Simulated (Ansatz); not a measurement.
Cost and result for the atomization energy of Cl4H2SSi2 (`Cl[SiH2]S[Si](Cl)(Cl)Cl`) (9 atoms, 8 bonds).

Z-matrix (Å, degrees):
```
Si
S 1 2.138
Cl 1 2.044 2 112.6
H 1 1.475 2 111.2 3 121.3
H 1 1.478 2 103.5 3 -117.9
Si 2 2.111 1 102.3 3 -57.5
Cl 6 2.033 2 112.3 1 -37.8
Cl 6 2.027 2 112.0 1 84.0
Cl 6 2.028 2 106.6 1 -157.5
```

Total charge 0; spin multiplicity 1. All single points use the PBE0-D4/def2-TZVP geometry. It is one conformer, not always the lowest. Program: Ansatz. All runs use 2 threads of an AMD EPYC 7R13 on a shared host and a share of an NVIDIA H100 80 GB. Times are those of one run each, without the atoms' runs, and a repeat can differ threefold. Electronic energies, without spin–orbit coupling; frozen cores. CCSD(T)/CBS adds CCSD(T) − MP2 in def2-TZVPP to the MP2 limit, and its time is that of the two runs behind it. T1 = 0.010. B3LYP takes the VWN-RPA correlation (the form of Gaussian; ORCA's B3LYP/G).

CCSD(T)/CBS is a level of theory with its own doubt, some kJ/mol a heavy atom from the limit and from the frozen cores, so smaller differences don't rank the functionals.

| level | functions | wall time |
| --- | --- | --- |
| PBE-D4/def2-TZVPP (with forces) | 322 | 2.2 s |
| PBE0-D4/def2-TZVPP | 322 | 2.3 s |
| B3LYP-D4/def2-TZVPP (with forces) | 322 | 2.9 s |
| B2PLYP/def2-TZVPP | 322 | 3 s |
| ωB97X-V/def2-TZVPP | 322 | 3.3 s |
| r2SCAN-D4/def2-TZVPP (with forces) | 322 | 3.4 s |
| ωB97M-V/def2-TZVPP (with forces) | 322 | 3.8 s |
| MP2/def2-QZVPP | 550 | 4.2 s |
| CCSD(T)/def2-TZVPP | 322 | 9 s |
| CCSD(T)/CBS(def2) | – | 13 s |

Task: What atomization energy does each give, and how far from CCSD(T)/CBS? (An estimate is asked.)

Result: Computed: 
```
                             level  atomization (kcal/mol)  difference from CCSD(T)/CBS  per bond
   PBE-D4/def2-TZVPP (with forces)                   704.2                          6.5       0.8
                PBE0-D4/def2-TZVPP                   697.7                          0.0       0.0
 B3LYP-D4/def2-TZVPP (with forces)                   683.0                        -14.7      -1.8
                 B2PLYP/def2-TZVPP                   674.7                        -23.0      -2.9
                ωB97X-V/def2-TZVPP                   703.3                          5.6       0.7
r2SCAN-D4/def2-TZVPP (with forces)                   703.8                          6.1       0.8
  ωB97M-V/def2-TZVPP (with forces)                   703.4                          5.7       0.7
                    MP2/def2-QZVPP                   714.0                         16.3       2.0
                CCSD(T)/def2-TZVPP                   668.4                        -29.3      -3.7
                 CCSD(T)/CBS(def2)                   697.7                          0.0       0.0
```

In def2-TZVPP, CCSD(T) changes the Hartree–Fock value by +159.6 kcal/mol (the triples alone add +15.8 kcal/mol) and MP2 by +187.9 kcal/mol; breaking electron pairs costs correlation energy, which Hartree–Fock lacks. The D4 term adds +20.3 kcal/mol with B3LYP and +10.8 kcal/mol with PBE0; it sums over pairs of atoms, weighted by their polarisabilities, and B3LYP, whose exchange is more repulsive, gets the larger term. From PBE to PBE0 (25 % exact exchange), in def2-TZVPP and without D4, the atomization energy moves by −5.0 kcal/mol: exact exchange takes away binding that semilocal exchange gives to molecules.
